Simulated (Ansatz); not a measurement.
The molecule TaO, multiplicity 4 (not the ground state: that is measured with 2S+1 = 2). No spin–orbit coupling.

The constants come from a fifth-degree fit in 1/R (seven points, main isotopes). Runs in def2 and cc sets follow the lowest solution found near the PBE0 minimum.

Programs: Ansatz (a first-principles code) with Gaussian orbitals. Values without a source in brackets are computed. In def2 rows elements past Kr take small-core potentials, without spin–orbit coupling.

```
level               r_e (Å)  ω_e (cm⁻¹)  B_e (cm⁻¹)  α_e (cm⁻¹)  dipole (D)
------------------  -------  ----------  ----------  ----------  ----------
PBE/def2-TZVPP        1.713         973       0.391      0.0018        4.00
PBE0/def2-TZVPP       1.696        1017       0.399      0.0017        4.37
wB97X-V/def2-TZVPP    1.696        1028       0.399      0.0016        4.57
```
